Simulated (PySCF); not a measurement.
diboron dicarbonyl (C₂B₂O₂), SMILES [O+]#C[B-]#[B-]C#[O+]. Heavy atoms are numbered as in [O+:1]#[C:2][B-:3]#[B-:4][C:5]#[O+:6].

Coordinates come from a PBE0-D3(BJ)/def2-SVP optimisation.

Level of theory: HF/pcSseg-1 in PySCF.

GIAO shieldings, no solvent; atoms alike by connectivity are averaged. δ = σ(ref) − σ: ¹⁷O against H2O (σ = 333.0 ppm); ¹³C against TMS (σ = 192.6 ppm); ¹¹B against BF3 (σ = 102.7 ppm), references at their B3LYP-D3(BJ)/def2-TZVP geometries, non-relativistic.

Question: Estimate the chemical shifts. (The exact figures need the calculation; the answer reports its results.)

Answer: 
| nucleus | atoms | count | δ (ppm) |
|---|---|---|---|
| ¹⁷O | O1 | 2 | 305.5 |
| ¹³C | C2 | 2 | 166.0 |
| ¹¹B | B3 | 2 | -20.5 |
